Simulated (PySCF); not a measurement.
## Removing an electron from indan

Indan, C₉H₁₀.
Geometry (PBE0-D3(BJ)/def2-SVP, Å), atoms numbered from 1 in this order:
```xyz
19
C9H10 angstrom
C      2.456    0.498   -0.164
C      2.320   -0.854   -0.488
C      1.066   -1.467   -0.452
C     -0.048   -0.712   -0.094
C      0.088    0.644    0.231
C      1.340    1.253    0.199
C     -1.249    1.227    0.606
C     -2.247    0.200    0.046
C     -1.487   -1.137    0.039
H      3.442    0.967   -0.201
H      3.200   -1.434   -0.776
H      0.962   -2.525   -0.708
H      1.449    2.312    0.450
H     -1.329    1.302    1.706
H     -1.405    2.242    0.209
H     -3.188    0.158    0.614
H     -2.503    0.474   -0.990
H     -1.630   -1.681    0.991
H     -1.814   -1.816   -0.763
```

Level: B3LYP/def2-SVPD (PySCF). Frontier orbitals with their largest atomic shares (Löwdin; up to four atoms above 4 %):

| orbital | ε (eV) | main atoms |
| --- | --- | --- |
| HOMO−3 | -9.08 | C1 10 %, C2 10 %, C8 8 %, C7 8 % |
| HOMO−2 | -8.97 | C8 11 %, C4 9 %, C5 9 %, C9 8 % |
| HOMO−1 | -6.85 | C3 25 %, C6 25 %, C2 11 %, C1 11 % |
| HOMO | -6.51 | ? |
| LUMO | -0.43 | C6 21 %, C3 21 %, C1 10 %, C2 10 % |
| LUMO+1 | -0.16 | C2 19 %, C1 19 %, C5 17 %, C4 17 % |
| LUMO+2 | 0.54 | C8 12 %, C9 11 %, C7 11 %, H19 6 % |

Problem. What vertical ionisation energy does ΔSCF give, and how far is −ε(HOMO) from it?

Solution. ΔSCF: 8.44 eV (815 kJ/mol; threshold wavelength 147 nm); ⟨S²⟩ of the doublet left behind is 0.762, against 0.75 for a pure doublet. −ε(HOMO) is 6.51 eV, 1.93 eV below it. In exact Kohn–Sham theory the two would be equal; B3LYP (global hybrid, 20 % exact exchange) falls short of its own ΔSCF value by 23 %. Holes in the HOMO−1 and HOMO−2 were tried too where these lie within 1.2 eV of the HOMO; the lowest converged state counts.

Problem. On which atoms does the HOMO lie?

Solution. C5 (substituted aromatic carbon) 18 %, C4 (substituted aromatic carbon) 18 %, C1 (aromatic CH carbon) 17 %, C2 (aromatic CH carbon) 17 %, so no atom holds as much as 40 %. The HOMO−1 lies 0.34 eV lower.

Problem. What kinetic energy would electrons from this vertical process carry with He I light (21.218 eV)?

Solution. 21.22 − 8.44 = 12.78 eV.

Problem. How many of the 10 lowest singlet excitations (vertical TDDFT, same level) lie below the ionisation energy?

Solution. All 10; they run from 5.16 to 7.15 eV.

Geometry: PBE0-D3(BJ)/def2-SVP, one conformer, isolated molecule.
